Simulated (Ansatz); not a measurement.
One change: `[OH][GeH2][CH2][SiH3]` becomes `[SiH3][CH2][GeH2][Cl]`.

Ansatz, PBE0-D4/def2-TZVP geometries, multiplicity 1. Each molecule was computed in one conformer, which needn't be the lowest.

Scalar relativity is left out up to krypton.

```json
{"property": "LUMO energy (PBE/def2-TZVPP) / eV", "`[OH][GeH2][CH2][SiH3]`": "-0.67"}
{"property": "size of the dipole moment (ωB97M-V/def2-TZVPP) / D", "`[OH][GeH2][CH2][SiH3]`": "1.52"}
{"property": "HOMO–LUMO gap (ωB97M-V/def2-TZVPP) / eV", "`[OH][GeH2][CH2][SiH3]`": "12.33"}
{"property": "size of the dipole moment (PBE/def2-TZVPP) / D", "`[OH][GeH2][CH2][SiH3]`": "1.39"}
{"property": "LUMO energy (ωB97M-V/def2-TZVPP) / eV", "`[OH][GeH2][CH2][SiH3]`": "1.86"}
{"property": "LUMO energy (B3LYP/def2-TZVPP) / eV", "`[OH][GeH2][CH2][SiH3]`": "-0.07"}
```

(1) Give the same properties after the change, and the shifts. (An estimate is asked.)

Results:

(1) Computed: 
```
                                          property  `[SiH3][CH2][GeH2][Cl]`  shift
                 LUMO energy (PBE/def2-TZVPP) / eV                    -0.91  -0.24
size of the dipole moment (ωB97M-V/def2-TZVPP) / D                     2.47   0.95
           HOMO–LUMO gap (ωB97M-V/def2-TZVPP) / eV                    12.49   0.16
    size of the dipole moment (PBE/def2-TZVPP) / D                     2.38   0.99
             LUMO energy (ωB97M-V/def2-TZVPP) / eV                     1.79  -0.07
               LUMO energy (B3LYP/def2-TZVPP) / eV                    -0.24  -0.17
```

With PBE0 the HOMO falls by 0.31 eV and the LUMO falls by 0.18 eV, so the gap widens by about 0.13 eV. PBE moves the HOMO by -0.49 eV and ωB97M-V by -0.23 eV. Dipoles are sizes alone; their direction can turn.

B3LYP here is the variant with VWN-RPA as its local correlation; programs differ in this.
